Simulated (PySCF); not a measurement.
**Electronic structure of CoF2**

CoF2 holds Co(II), d7, at total charge 0. The structure is a PBE0-D3(BJ)/def2-TZVP geometry optimised for multiplicity 4; coordination linear, point group D∞h, metal–donor distances 1.71 Å.

```
3

Co    0.000    0.000    0.000
F     0.000    0.000    1.713
F     0.000    0.000   -1.713
```

Method (PySCF 2.14, density fitting): CASSCF(7,5) with orbitals averaged over all microstates of the shell, strongly contracted NEVPT2 on the averaged canonical orbitals; basis x2c-TZVPall on the metal, x2c-SVPall elsewhere; spin-free X2C; gas phase; spin-orbit coupling by state interaction with the mean-field operator over all roots.

## Spin-free states

| 2S+1 | deg. | symmetry | free-ion term | CASSCF / cm⁻¹ | NEVPT2 / cm⁻¹ | f(ED) | occupations |
| --- | --- | --- | --- | --- | --- | --- | --- |
| 4 | 2 | 4Φg | 4F 1.00 | 0 | 0 | – | 1.5 1.5 1.5 1.5 1.0 |
| 4 | 1 | 4Σg- | 4F 0.81 | 1691 | 371 | 0 | 1.6 1.6 1.4 1.4 1.0 |
| 4 | 2 | 4Δg | 4F 1.00 | 2630 | 978 | 0 | 1.5 1.5 1.0 1.0 2.0 |
| 4 | 2 | 4Πg | 4F 0.95 | 3033 | 2966 | 0 | 1.4 1.4 1.5 1.5 1.2 |
| 4 | 1 | 4Σg- | 4P 0.81 | 16659 | 14525 | 0 | 1.4 1.4 1.6 1.6 1.0 |
| 2 | 2 | 2Πg | 2G 0.65 | 17746 | 15096 | – | 1.6 1.6 1.5 1.5 0.8 |
| 2 | 1 | 2Σg- | 2H 0.90 | 19266 | 15148 | – | 1.9 1.9 1.1 1.1 1.1 |
| 2 | 2 | 2Δg | 2G 0.79 | 17816 | 16036 | – | 1.5 1.5 1.8 1.8 0.5 |
| 2 | 1 | 2Σg+ | 2G 0.98 | 18940 | 16282 | – | 1.6 1.6 1.2 1.2 1.4 |
| 2 | 2 | 2Πg | 2H 0.46 | 20828 | 16944 | – | 1.7 1.7 1.2 1.2 1.2 |
| 2 | 2 | 2Φg | 2G 0.88 | 18538 | 17122 | – | 1.5 1.5 1.5 1.5 1.1 |
| 2 | 2 | 2Πg | 2P 0.61 | 23346 | 17662 | – | 1.7 1.7 1.0 1.0 1.5 |
| 2 | 2 | 2Δg | 2H 0.72 | 22709 | 18216 | – | 1.8 1.8 1.1 1.1 1.3 |
| 2 | 2 | 2Γg | 2G 0.92 | 22098 | 19751 | – | 1.4 1.4 1.1 1.1 1.9 |
| 4 | 2 | 4Πg | 4P 0.95 | 23653 | 21469 | 0 | 1.1 1.1 1.5 1.5 1.8 |

Only the lowest 15 spin-free levels are listed. Energies are counted from the ground state at NEVPT2 level. Weights follow the labels. f(ED) is the electric-dipole oscillator strength from the ground state at the fixed geometry, without vibronic coupling; occupations, where given, run over the ligand-field orbitals from the lowest.

## Ligand-field fit

```
          cm⁻¹  CASSCF
             B    1149
   B, free ion    1251
             C    4417
   C, free ion    4616
rms of the fit     427
```

| orbital | CASSCF / cm⁻¹ | metal share | main function |
| --- | --- | --- | --- |
| 1 | 0 | 1.00 | degenerate set |
| 2 | 0 | 1.00 | degenerate set |
| 3 | 6514 | 0.96 | degenerate set |
| 4 | 6514 | 0.96 | degenerate set |
| 5 | 10052 | 0.85 | z2 1.00 |

ζ = 505 cm⁻¹, against 526 for the free ion.

Spin-orbit levels:

```csv
E / cm⁻¹,deg.,make-up,g (S′ = 1/2)
0.0,2,1.00 4Φg,0.00 0.00 12.00
385.9,2,0.85 4Φg + 0.14 4Δg,0.00 0.00 8.29
819.1,2,0.75 4Φg + 0.25 4Δg,0.00 0.00 4.52
964.6,2,0.93 4Σg- + 0.06 4Πg,1.95 5.14 5.14
1042.0,2,0.91 4Σg- + 0.04 4Πg + 0.03 4Δg,0.00 0.00 5.69
1337.0,2,0.67 4Φg + 0.27 4Δg + 0.05 4Σg-,0.00 0.00 0.86
1394.9,2,0.85 4Δg + 0.14 4Φg,0.00 0.00 9.71
1712.5,2,0.70 4Δg + 0.25 4Φg + 0.04 4Πg,0.00 0.00 5.58
2024.8,2,0.63 4Δg + 0.31 4Φg + 0.04 4Πg,0.00 0.00 1.53
2171.3,2,0.94 4Δg + 0.05 4Πg,0.29 0.29 1.85
```

Only the lowest levels are listed: 20 of 120 states.

## Magnetism

Degenerate or low-lying orbital states mix with the ground state, so no spin-only Hamiltonian applies. The lowest spin-orbit level is 2-fold, effective g = 0.00, 0.00, 12.00; the next lies at 385.9 cm⁻¹. μeff is 6.36 μB at 300 K and 6.03 μB at 10 K; the spin-only value is 3.88 μB.

```
T / K  χT / cm³ K mol⁻¹  μeff / μB  χT along axes a, b, c
    2             4.512       6.01        0.01 0.01 13.51
    5             4.523       6.01        0.03 0.03 13.51
   10             4.541       6.03        0.05 0.05 13.51
   20             4.578       6.05        0.11 0.11 13.51
   30             4.614       6.07        0.16 0.16 13.51
   50             4.687       6.12        0.27 0.27 13.51
   75             4.776       6.18        0.41 0.41 13.51
  100             4.859       6.23        0.54 0.54 13.49
  150             4.984       6.31        0.81 0.81 13.34
  200             5.052       6.36        1.05 1.05 13.05
  250             5.075       6.37        1.28 1.28 12.67
  300             5.064       6.36        1.49 1.49 12.21
```

Axes in the frame of the coordinates: a = (-0.61, 0.79, 0.00); b = (-0.79, -0.61, 0.00); c = (0.00, 0.00, 1.00).

Powder magnetisation at 2 K: 1.70 μB at 0.5 T, 2.47 μB at 1 T, 2.87 μB at 2 T, 2.95 μB at 3 T, 2.99 μB at 5 T, 3.01 μB at 7 T.

No frequencies were computed for the optimised geometry. Gaps between spin states lean to high spin in this active space.

The job took 3.2 s on one thread of Intel Xeon 6975P-C (shared host), with 76 basis functions, launched as `OMP_NUM_THREADS=1 python lf_run.py task.json out`.
